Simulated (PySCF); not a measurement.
Correlation energy of Zr²⁺ (zirconium, charge +2)

[Kr] 4d1 5s1, high-spin 3D determinant (an excited configuration). Computed with PySCF 2.14 in x2c-TZVPPall with one added diffuse shell each of s, p, d, f type (9s7p7d3f1g, 95 functions), with the spin-free X2C one-electron Hamiltonian (Gaussian nucleus). Frozen: [Kr]; 2 electrons correlated.

With two correlated electrons CCSD is exact within the correlated space (frozen core and kept virtual orbitals).

| level | correlation energy (mhartree) |
| --- | --- |
| CCSD | -5.61 |

Diagnostics: T1 = 0.0037, D1 = 0.0072, largest double amplitude 0.025.

Task: Is a single reference adequate?

Result: Yes, within this model without spin-orbit coupling: T1 lies below 0.03 and no double amplitude reaches 0.07.
